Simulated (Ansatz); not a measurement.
## ClH2Si3: where a starting geometry ends

The starting geometry of this gas-phase doublet was optimised with GFN2-xTB.

```xyz
6

Cl   -2.6168   -0.4256    1.0722
Si   -1.2207    0.9481   -1.7087
Si   -2.9781   -0.2203   -1.0687
Si    0.6814    2.0641   -1.9535
H     1.6797    1.8175   -3.0221
H     1.1935    3.3453   -1.4052
```

Question: Predict what becomes of its bonds when it is optimised with PBE0-D3(BJ)/pcseg-1.

Answer: A new bond forms, giving a structure given below by its coordinates. Contacts that close: Si3–Si4 (4.40 → 2.31 Å).

The energy falls by 1.19 eV over 32 steps:

```json
{"step": "1", "E − E(last) (eV)": "1.188"}
{"step": "4", "E − E(last) (eV)": "0.882"}
{"step": "8", "E − E(last) (eV)": "0.820"}
{"step": "11", "E − E(last) (eV)": "0.808"}
{"step": "15", "E − E(last) (eV)": "0.754"}
{"step": "18", "E − E(last) (eV)": "0.567"}
{"step": "22", "E − E(last) (eV)": "0.092"}
{"step": "25", "E − E(last) (eV)": "0.030"}
{"step": "29", "E − E(last) (eV)": "0.001"}
{"step": "32", "E − E(last) (eV)": "0.000"}
```

Final geometry (Å):

```yaml
atoms:
  - { symbol: Cl, position_ang: [-1.9252, -0.6976, 0.6893] }
  - { symbol: Si, position_ang: [-2.1100, 2.1838, -2.1927] }
  - { symbol: Si, position_ang: [-1.5426, 0.5134, -0.9327] }
  - { symbol: Si, position_ang: [0.1945, 1.7504, -1.8222] }
  - { symbol: H, position_ang: [1.1620, 0.8537, -2.5274] }
  - { symbol: H, position_ang: [0.9602, 2.9255, -1.3003] }
```

Frequencies at the end are all real (lowest 65 cm⁻¹). Open shells are spin-unrestricted. Run with Ansatz 0.2.0, 7.8 min on 1 thread of Intel(R) Xeon(R) Processor @ 2.50GHz (Skylake/Cascade Lake), on a shared host.
